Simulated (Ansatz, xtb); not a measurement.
# C4H8F2S: which of two isomers lies lower

Structure I: `CC(C)(S)C(F)F`, a singlet. Structure II: `CSCC(C)(F)F`, a singlet. Both are isolated molecules in the gas phase, relaxed with B3LYP/def2-SVP; each stands in its lowest conformer found.

Quicker runs give these differences E(II) − E(I): GFN2-xTB +2.14 kcal/mol; HF/STO-3G −8.12 kcal/mol (at GFN2-xTB geometries); r2SCAN-D4/def2-SVP +0.72 kcal/mol (at GFN2-xTB geometries).

Question: Which of the two would you expect CCSD(T)/def2-SVP + ΔMP2/def2-TZVPP electronic energies to favour?

Answer: Too close to call at this level: CCSD(T)/def2-SVP + ΔMP2/def2-TZVPP gives E(II) − E(I) = +0.15 kcal/mol.

The same difference at several levels:

```
                             level        geometry  E(II) − E(I) (kcal/mol)  departure from the last row (kcal/mol)  job, with rough time for the two
                          GFN2-xTB        GFN2-xTB                     +2.14                                   +1.99              optimisation, 0.13 s
                         HF/STO-3G        GFN2-xTB                     −8.12                                   −8.27              single point, 0.32 s
                r2SCAN-D4/def2-SVP        GFN2-xTB                     +0.72                                   +0.57               single point, 3.4 s
                    B3LYP/def2-SVP  B3LYP/def2-SVP                     −1.96                                   −2.11                optimisation, 26 s
                       HF/def2-SVP  B3LYP/def2-SVP                     −0.38                                   −0.53           part of the CCSD(T) run
                      MP2/def2-SVP  B3LYP/def2-SVP                     +3.49                                   +3.34           part of the CCSD(T) run
                  CCSD(T)/def2-SVP  B3LYP/def2-SVP                     +3.03                                   +2.88                      single point
CCSD(T)/def2-SVP + ΔMP2/def2-TZVPP  B3LYP/def2-SVP                     +0.15                                                        single point, 70 s
```

As drawn, II has 1 C–S, 1 C–H in place of 1 C–C, 1 S–H.

The largest departure from CCSD(T)/def2-SVP + ΔMP2/def2-TZVPP is that of HF/STO-3G, 8.27 kcal/mol. The last row adds to CCSD(T) the change of the MP2 difference between the two basis sets, here −2.88 kcal/mol.

With thermal terms from frequencies at re-optimised GFN2-xTB minima (ideal gas, soft modes damped towards free rotors, one conformer each, 298.15 K, 1 atm): the zero-point term adds +0.70 kcal/mol; ΔH is +0.94 and ΔG +0.40 kcal/mol.

The correlated steps freeze 11 core orbitals. Programs: Ansatz 0.2.0, xtb 6.7.1; the last row on 4 threads of Arm Neoverse V2 on a shared host.
